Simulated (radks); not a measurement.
Excited configurations of Se IV: one electron is placed in a higher orbital outside [Ar] 3d10 4s2. The ground configuration is [Ar] 3d10 4s2 4p1. All-electron calculation, scalar-relativistic Kohn-Sham, PBEsol, spin-unpolarised, spherical densities, point nucleus. Program: a radial shooting solver on a logarithmic mesh with Libxc functionals. Excitation = E - E(ground); binding = E(ion) - E, where the ion is the core of charge +4; n* = 4/sqrt(2 binding) in atomic units, and the quantum defect is n - n*.

outer orbital,excitation (eV),binding (eV),n*,eigenvalue (eV)
4d,17.233,24.978,2.952,-20.923
4f,28.056,14.155,3.922,-11.835
5p,22.616,19.595,3.333,-17.305
5d,28.233,13.977,3.946,-12.230
5f,32.810,9.401,4.812,-8.127
6s,28.763,13.448,4.023,-11.982
6p,30.513,11.697,4.314,-10.384
6d,33.219,8.992,4.920,-7.975
6f,35.624,6.587,5.749,-5.810
7s,33.486,8.725,4.995,-7.830
7d,35.925,6.286,5.885,-5.611
7f,37.360,4.851,6.699,-4.327

The Delta-SCF ionisation energy is 42.211 eV (NIST Atomic Spectra Database: 42.947 eV, measured). Self-interaction in the functional shifts the binding energies and quantum defects, so they are the method's values and not measured ones. Spin polarisation and multiplet splitting are left out, so open shells lie too high by an amount that depends on their filling.

Beside tabulated values, note that spin-unpolarised runs miss the spin-polarisation part of the exchange energy of open shells.
